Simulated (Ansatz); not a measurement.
Species: C₆H₅F₃OSi, SMILES `O=C[Si]1(C(F)(F)F)C=CC=C1` (O–C–Si–C torsion 175°) (charge 0, multiplicity 1).

Problem. Give a relaxed geometry from B3LYP-D3(BJ)/def2-SVP in Ansatz (an electronic-structure program).

Solution. Several could match; the one computed here: the end point of this relaxation, one of several conformers (outside a Z-matrix the atoms follow the SMILES, hydrogens last).
Cartesian coordinates (Å) in one orientation:
```xyz
16

O     -0.662    -2.908    -0.364
C     -1.298    -1.890    -0.235
Si    -0.400    -0.188     0.002
C     -1.813     1.093     0.312
F     -1.381     2.353     0.487
F     -2.677     1.104    -0.733
F     -2.532     0.755     1.409
C      0.754     0.290    -1.385
C      1.981     0.391    -0.825
C      2.085     0.140     0.639
C      0.944    -0.169     1.295
H     -2.425    -1.913    -0.258
H      0.568     0.453    -2.447
H      2.883     0.647    -1.392
H      3.062     0.214     1.129
H      0.909    -0.373     2.366
```
